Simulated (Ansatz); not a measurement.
Isolated molecules relaxed with PBE0-D4/def2-TZVP in Ansatz; ΔE leaves out vibrations. CCSD(T)/CBS is the MP2 limit (def2-TZVPP, def2-QZVPP) plus CCSD(T) − MP2 in def2-TZVPP, frozen cores. This one scheme is used for every species. DFT in def2-TZVPP. def2 core potentials past Kr. For Ga, Sb outer-core shells are correlated without core-valence functions, which leaves a few kJ/mol of doubt a bond. Scalar relativity is left out up to krypton.

Reaction (ligand exchange at the Sb–N bond): `[NH2][SbH2]` + `[OH][GaH2]` → `[GaH2][O][SbH2]` + NH₃

```csv
species,PBE0-D4 energy (Eh)
`[NH2][SbH2]`,-297.35986
`[OH][GaH2]`,-2001.59221
`[GaH2][O][SbH2]`,-2242.44530
NH₃,-56.51608
```

**Question.** Work out ΔE.

**Answer.** ΔE = (-2242.44530) + (-56.51608) − (-297.35986) − (-2001.59221) = -0.00931 Eh = -5.8 kcal/mol. CCSD(T)/CBS gives -7.0 kcal/mol.

**Question.** What do rigid-rotor, harmonic-oscillator terms from PBE0-D4/def2-TZVP frequencies (298.15 K, 1 bar) make of the CCSD(T)/CBS value? (An estimate is asked.)

**Answer.** Computed: ΔZPE = -0.5 kcal/mol, ΔH = -6.8 kcal/mol, ΔS = 0 J/(mol·K), ΔG = -6.8 kcal/mol. Modes under 50 cm⁻¹ make the entropy rough.

Largest T1 diagnostic among the species: 0.016.

Leaving LDA and LC-ωPBE aside and taking each functional with its dispersion term where it has one, the values, not all of them listed here, spread over 2.3 kcal/mol, from B97M-V to HSE06-D4. The D4 term adds −1.2 kcal/mol with B3LYP and −0.7 kcal/mol with PBE0; it sums over pairs of atoms, weighted by their polarisabilities, and B3LYP, whose exchange is more repulsive, gets the larger term.

B3LYP here is the variant with VWN-RPA as its local correlation; programs differ in this.
